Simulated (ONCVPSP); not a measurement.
## Pseudopotentials across the periodic table

Generated with ld1.x 7.5 (TM, RRKJ, ultrasoft, PAW), atompaw 4.2 or ONCVPSP 4.0.1. The cutoff is in Ry: for ld1.x and atompaw files where the sum of valence levels is converged to 10 mRy in a Bessel basis, for ONCV files where the hardest occupied wave has 1 mHa per electron of residual kinetic energy. The error is the largest all-electron minus pseudo excitation energy over each file’s own four to seven test configurations (ionisations up to +4, promotions, holes and added fractions of an electron), all of which were solved. The labels leave out finer settings (local radius, basis sizes, second energies), which also bear on the numbers. Spin-polarised tests are not counted. The rows are a selection from randomly drawn settings: files with unsolved tests, undetermined cutoffs or missed reference levels are left out.

A true bound ghost makes a file unfit for plane-wave use even where its test errors are small: the radial tests pick states by their node count and pass the ghost by.

| element | potential | cutoff (Ry) | largest error (meV) | bound ghosts |
| --- | --- | --- | --- | --- |
| O | ONCV, PBE, non-relativistic, rc 1.00/1.35 (sp), local smoothed, core correction yes, reference 2s2 2p3.75, qcut 8.5/8.3, projectors 1/2 | 63 | +144 | none |
| P | ONCV, PBE, scalar-relativistic, rc 1.40/1.70 (sp), local smoothed, core correction no, reference 3s2 3p3, qcut 3.7/4.1, projectors 2/1 | 53 | +33 | none |
| Mn | ONCV, PBEsol, scalar-relativistic, rc 1.35/0.80/2.05 (spd), local smoothed, core correction no, reference 3s2 3p6 3d5 4s2, qcut 10.5/11.4/6.7, projectors 2/3/3 | 115 | +241 | p, d |
| Ga | ONCV, PBE, fully relativistic, rc 2.00/2.25/0.70/2.40 (spdf), local smoothed, core correction yes, reference 3d10 4s1.5 4p1.5, qcut 2.9/3.1/11.9/4, projectors 2/1/2/1 | 923 | -16 | s, p3/2, p1/2 |
| Ge | ONCV, PBE, scalar-relativistic, rc 1.00/0.60/1.30 (spd), local smoothed, core correction yes, reference 3s2 3p6 3d10 4s2, qcut 13.1/15.7/11.2, projectors 2/2/2 | 238 | -5.7 | none |
| Rh | ONCV, PW91, fully relativistic, rc 1.05/1.70/1.50/1.40 (spdf), local smoothed, core correction yes, reference 4s2 4p6 4d8 5p1, qcut 7.4/7.6/6.9/8.4, projectors 2/2/2/1 | 125 | -0.3 | none |
| Rh | ONCV, PBE, scalar-relativistic, rc 1.65/1.70/1.40 (spd), local smoothed, core correction yes, reference 4s2 4p6 4d7.5, qcut 5.8/7.5/7.3, projectors 2/3/2 | 52 | +1.7 | none |
| Re | ONCV, revPBE, scalar-relativistic, rc 1.70/1.30/1.95/0.75 (spdf), local f, core correction yes, reference 4f14 5s2 5p6 5d5 6s1.5, qcut 6.6/5.3/6.9/26.8, projectors 2/2/1/0 | 537 | -76 | s, p, d |

(1) Fill in the row for Xe: ONCV, PBEsol, scalar-relativistic, rc 1.75/2.00/1.00 (spd), local smoothed, core correction yes, reference 4d10 5s2 5p6, qcut 2.9/3.7/16.3, projectors 2/2/1.

## Answers

(1) cutoff 121 Ry, largest error -305 meV, bound ghosts: s, p.
